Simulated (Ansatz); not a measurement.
Ge(CCH)H3 (C₂H₄Ge), relaxed as a singlet with RKS r2SCAN-D4/def2-TZVP in Ansatz, starting from the GFN2-xTB geometry. Force threshold 0.02 eV/Å.

Start:

| atom | x (Å) | y (Å) | z (Å) |
| --- | --- | --- | --- |
| Ge1 | 0.992 | -0.397 | -0.253 |
| C2 | -0.717 | 0.288 | 0.174 |
| C3 | -1.804 | 0.720 | 0.459 |
| H4 | -2.753 | 1.104 | 0.702 |
| H5 | 2.017 | 0.643 | 0.048 |
| H6 | 1.027 | -0.744 | -1.702 |
| H7 | 1.239 | -1.614 | 0.571 |

```
step  energy (eV)  largest force component (eV/Å)  SCF passes
   1  -58654.3303                           0.715          16
   2  -58654.3765                           0.130          22
   3  -58654.3785                           0.016          23
```

Force components are those of the run's own axes.

End:

```xyz
7

Ge    0.993   -0.398   -0.252
C    -0.721    0.290    0.177
C    -1.812    0.724    0.460
H    -2.773    1.112    0.705
H     2.043    0.671    0.057
H     1.023   -0.752   -1.740
H     1.247   -1.647    0.593
```

By distances, no bond broke or formed. The bond that changes most is Ge1–H6, from 1.49 to 1.53 Å (atoms count from 1).

No frequencies were taken in this run, so the end may be a saddle point.

Run time 3.4 s (4 threads of Arm Neoverse V1 on a shared host).
